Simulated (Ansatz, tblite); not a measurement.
Cost and result up the ladder for ZnF₂ (the lowest singlet isomer of a short search) (3 atoms). Charge 0, multiplicity 1. Geometry: r2SCAN-D4/def2-TZVP.

Cartesian coordinates in Å:
```
Zn 0.0003 -0.0001 0.0001
F 0.4154 -0.7603 -1.4929
F -0.4158 0.7604 1.4928
```

Ansatz on 4 threads of Arm Neoverse V1 on a shared host; xTB runs through tblite on one thread. Times are rough, summed over both states, and most runs start from the orbitals of an earlier one. CCSD(T)/def2-TZVPP serves as the yardstick here, not as an exact answer. Differences are given only for rows in sets of like size (and for xTB, whose basis is part of the method), since another set adds its own error. The other state is a quintet at its own geometry, which has other bonds, so the gap mixes isomer and spin.

The 6-31G sets use Cartesian d functions. The xTB rows come from tblite. Correlated methods freeze 11 core orbitals. In the quintet geometry the species has come apart into loosely held pieces. The structure comes from a short search, and lower isomers may exist.

Correlated methods converge slowly with the basis.

xTB has no spin-polarisation term.

```tsv
level	functions	wall time	quintet − singlet (eV)	difference from CCSD(T)/def2-TZVPP (eV)
GFN1-xTB	12	0.002 s	13.82	2.11
GFN2-xTB	12	0.002 s	14.44	2.73
HF/6-31G	47	0.85 s	7.88	–
CAM-B3LYP-D4/def2-TZVP	110	5.1 s	12.04	0.34
CCSD(T)/def2-TZVPP	126	23 s	11.71	0.00
```
